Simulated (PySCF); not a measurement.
Si(F)(Cl)(OMe)(NH2) (CH5ClFNOSi), SMILES O([Si](Cl)(N)F)C.

Geometry optimised at B3LYP-D3(BJ)/def2-SVP. This is a generated structure with no PubChem entry under its InChIKey; it may be hypothetical. Other conformers were not sampled.

Vertical ionisation energy (IE) and electron affinity (EA) in eV. Rows of orbital energies are one-electron estimates. Where ΔSCF, EOM or ADC give a negative EA the extra electron is unbound and the value depends on the basis.

```csv
level,IE,EA
"−ε(HOMO), −ε(LUMO), PBE0/def2-TZVP (PySCF)",8.32,-0.53
"−ε(HOMO), −ε(LUMO), PBE/def2-TZVP (PySCF)",6.77,0.36
```
